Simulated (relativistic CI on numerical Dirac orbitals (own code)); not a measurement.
# Sensitivity of the levels of Nd18+ to α and to the nuclear radius

Calculated at this level of theory: Dirac-Coulomb-Breit CI, KLI orbitals optimised for each configuration, derivatives by finite differences, unscaled Slater integrals, QED left out (own radial code, finite nucleus).

CI space (outside the closed core [Ar] 3d10): 4s2.4p6.4d6, 4s2.4p5.4d7, 4s2.4p4.4d8, 4s.4p6.4d7, 4s2.4p6.4d5.5s, 4p6.4d8, 4s2.4p6.4d5.5p, 4s.4p5.4d8. Levels of other configurations are missing.

With x = (α/α₀)² − 1 an excitation energy changes as ω = ω₀ + qx; K = 2q/ω₀ is the relative enhancement. Terms are leading LS components, so labels can repeat. The field-shift factor is F = δν/δ⟨r²⟩ for the transition from the lowest level.

Lowest level 4s2.4p6.4d6 5D_4.

| Level | ω₀ (cm⁻¹) | q (cm⁻¹) | K | F (GHz/fm²) |
| --- | --- | --- | --- | --- |
| 4s2.4p6.4d6 5D_2 | 14308.8 | 217.7 | 0.0304 | -0.147 |
| 4s2.4p6.4d6 5D_3 | 24465.7 | 32350 | 2.64 | 0.487 |
| 4s2.4p6.4d6 5D_0 | 29823.7 | 19980 | 1.34 | 0.29 |
| 4s2.4p6.4d6 5D_1 | 32226.7 | 34110 | 2.12 | 0.468 |
| 4s2.4p6.4d6 1G_4 | 44364.2 | 15460 | 0.697 | 0.32 |
| 4s2.4p6.4d6 3G_5 | 58849.6 | 24110 | 0.819 | 0.494 |
| 4s2.4p6.4d6 3H_6 | 60270.7 | 25460 | 0.845 | 0.56 |
| 4s2.4p6.4d6 5D_2 | 63082.8 | 45710 | 1.45 | 0.534 |
| 4s2.4p6.4d6 3F_3 | 67452.1 | 30430 | 0.902 | 0.461 |
| 4s2.4p6.4d6 3F_2 | 68501.9 | 37210 | 1.09 | 0.334 |
| 4s2.4p6.4d6 1S_0 | 81665.2 | 49350 | 1.21 | 0.811 |
| 4s2.4p6.4d6 3H_4 | 85481.2 | 52300 | 1.22 | 0.869 |
| 4s2.4p6.4d6 3D_1 | 87639.1 | 39280 | 0.896 | 0.602 |
| 4s2.4p6.4d6 3D_2 | 88785.5 | 39110 | 0.881 | 0.598 |
| 4s2.4p6.4d6 3G_4 | 90750.6 | 47200 | 1.04 | 0.801 |
| 4s2.4p6.4d6 3H_5 | 96402.8 | 62160 | 1.29 | 1.06 |
| 4s2.4p6.4d6 3D_3 | 97619.6 | 49970 | 1.02 | 0.815 |
| 4s2.4p6.4d6 3P_0 | 99661.6 | 18260 | 0.366 | 0.204 |
| 4s2.4p6.4d6 3G_3 | 103016.6 | 57040 | 1.11 | 0.852 |
| 4s2.4p6.4d6 1F_3 | 108911.3 | 37100 | 0.681 | 0.645 |
| 4s2.4p6.4d6 1I_6 | 109006.1 | 59990 | 1.1 | 1.16 |
| 4s2.4p6.4d6 3P_1 | 114407.6 | 81880 | 1.43 | 0.928 |
| 4s2.4p6.4d6 1D_2 | 122338.0 | 61770 | 1.01 | 0.617 |

At this charge energies of transitions that change n are usually good to better than 1 %, and those within a shell (Δn = 0) to a few per cent. Terms inside the open d or f shell come out 10 to 20 % too wide with unscaled integrals.
